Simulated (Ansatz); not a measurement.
`N[SiH]1BO1` + `N[SiH](Cl)[GeH3]` → `[GeH3][SiH]1BO1` + `N[SiH](N)Cl`  (redistribution)

Calculated with Ansatz (gas phase, PBE0-D4/def2-TZVP geometries, no zero-point term in ΔE). CCSD(T)/CBS adds triple-zeta CCSD(T) − MP2 to the extrapolated MP2 energy (def2 sets, frozen cores). Functionals use def2-TZVPP. For Ge outer-core shells are correlated without core-valence functions, which leaves a few kJ/mol of doubt a bond. Scalar relativity is left out up to krypton. One conformer a species, not always the lowest.

```tsv
species	PBE energy (Eh)
`N[SiH]1BO1`	-446.51286
`N[SiH](Cl)[GeH3]`	-2884.45862
`[GeH3][SiH]1BO1`	-2469.04730
`N[SiH](N)Cl`	-861.92752
```

**Question.** Work out ΔE.

**Answer.** ΔE = (-2469.04730) + (-861.92752) − (-446.51286) − (-2884.45862) = -0.00334 Eh = -0.09 eV. CCSD(T)/CBS gives -0.09 eV.

Largest T1 diagnostic among the species: 0.015.
